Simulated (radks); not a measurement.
Results of a calculation; reference values are marked as such.
Ionisation of Eu, [Xe] 4f7 6s2, to Eu+, [Xe] 4f7 6s1, under several functionals. Non-relativistic Kohn-Sham, spin-polarised, spherical densities, point nucleus; open shells are filled with parallel spins first (spin-orbit coupling, left out, can overturn this in heavy ions); a radial shooting solver on a logarithmic mesh with Libxc functionals.

| functional | E(Eu) (hartree) | Exc (hartree) | IE (eV) | -e(HOMO) (eV) | <r> HOMO (bohr) | IE error (eV) |
|---|---|---|---|---|---|---|
| LDA (Slater exchange, VWN5 correlation) | -10420.0231 | -226.7721 | 5.517 | 3.411 | 4.538 | -0.153 |
| Tao-Mo meta-GGA | -10425.3253 | -232.1129 | 5.122 | 3.251 | 4.689 | -0.549 |
| PW91 | -10427.6778 | -234.5028 | 5.370 | 3.330 | 4.602 | -0.301 |
| TPSS | -10426.5015 | -233.2971 | 5.228 | 3.294 | 4.665 | -0.443 |
| PBEsol | -10423.0969 | -229.8706 | 5.313 | 3.312 | 4.592 | -0.357 |
| RPBE | -10426.8169 | -233.6310 | 5.312 | 3.261 | 4.662 | -0.359 |
| LDA (Slater exchange, Perdew-Wang correlation) | -10419.9970 | -226.7456 | 5.524 | 3.413 | 4.537 | -0.147 |
| exchange-only LDA | -10413.8251 | -220.4942 | 4.491 | 2.620 | 4.719 | -1.179 |

NIST Atomic Spectra Database: 5.670 eV (measured). Closest: LDA (Slater exchange, Perdew-Wang correlation). The Delta-SCF values span 1.03 eV, the total energies 13.85 hartree. The highest occupied level is 6s. Relativity is left out here, which matters for elements this heavy. Open shells are spherical and high-spin; term and fine-structure splittings are not resolved.
